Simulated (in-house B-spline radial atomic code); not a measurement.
Values are calculated unless marked as measured or tabulated.
**Ghost states of the separable form: Sb**

Sb, [Kr] 4d10 5s2 5p3, non-relativistic PBE, spherical and spin-unpolarised, from an all-electron radial atomic-structure program (B-spline basis) (atomic units; all potentials screened as in the neutral atom).

Troullier-Martins channels: 5s (ε = -0.4372, r_c = 1.938 bohr), 5p (ε = -0.1800, r_c = 2.362 bohr), 4d (ε = -1.2953, r_c = 0.871 bohr). In the Kleinman-Bylander form one channel serves as the local potential, and each other channel l becomes |δV u><u δV|/<u|δV|u>, with δV = V_l − V_local and u the pseudo-orbital. Its strength is E_KB = <u|δV²|u>/<u|δV|u>. By the analysis of Gonze, Stumpf and Scheffler a spurious state lies below the reference level ε if E_KB > 0 and ε is above the second level of the local potential alone, or if E_KB < 0 and ε is above its first. The table's levels are those of angular momentum l in a sphere of 9 bohr, whose wall can lift a shallow ε a little above its free-atom value.

```tsv
local	channel	<u δV u>	<u δV² u>	ε	first local level	second local level
p	s	-0.037279	0.065336	-0.4372	-0.4152	0.0303
p	d	-6.8856	72.553	-1.2953	0.0604	0.2692
s	p	0.023214	0.027517	-0.1796	-0.2080	0.1002
s	d	-7.769	93.762	-1.2953	0.0546	0.2577
d	p	0.22305	0.93306	-0.1796	-6.1445	-0.5197
d	s	0.47679	3.0539	-0.4372	-12.7312	-2.7224
```

Apply the rule to each row.

Local p, channel s: E_KB = -1.75, so ε = -0.4372 is set against -0.4152: no ghost. Local p, channel d: E_KB = -10.5, so ε = -1.2953 is set against 0.0604: no ghost. Local s, channel p: E_KB = +1.19, so ε = -0.1796 is set against 0.1002: no ghost. Local s, channel d: E_KB = -12.1, so ε = -1.2953 is set against 0.0546: no ghost. Local d, channel p: E_KB = +4.18, so ε = -0.1796 is set against -0.5197: a ghost. Local d, channel s: E_KB = +6.41, so ε = -0.4372 is set against -2.7224: a ghost.

Diagonalising the separable Hamiltonian gives:

```tsv
local	channel	three lowest levels	all-electron, two lowest valence levels
p	s	-0.4372, 0.0298, 0.3338	-0.4372, 0.0320
p	d	-1.2953, 0.0807, 0.3191	-1.2953, 0.0744
s	p	-0.1796, 0.1090, 0.4554	-0.1796, 0.1092
s	d	-1.2953, 0.0790, 0.3137	-1.2953, 0.0744
d	p	-3.4854, -0.1796, 0.1090	-0.1796, 0.1092
d	s	-10.1498, -0.4372, 0.0310	-0.4372, 0.0320
```

Which choices of local channel are safe?

Free of ghosts: s, p. With d local the p channel has a ghost 3.31 hartree below ε, since the local potential binds more than one state below ε, and a repulsive term of rank one raises each level at most to the next, so it clears only one of them. With d local the s channel has a ghost 9.71 hartree below ε, since the local potential binds more than one state below ε, and a repulsive term of rank one raises each level at most to the next, so it clears only one of them. Among the safe choices the second level, which tests transfer, is off by at most 4.6 millihartree (s local), 6.3 millihartree (p local).
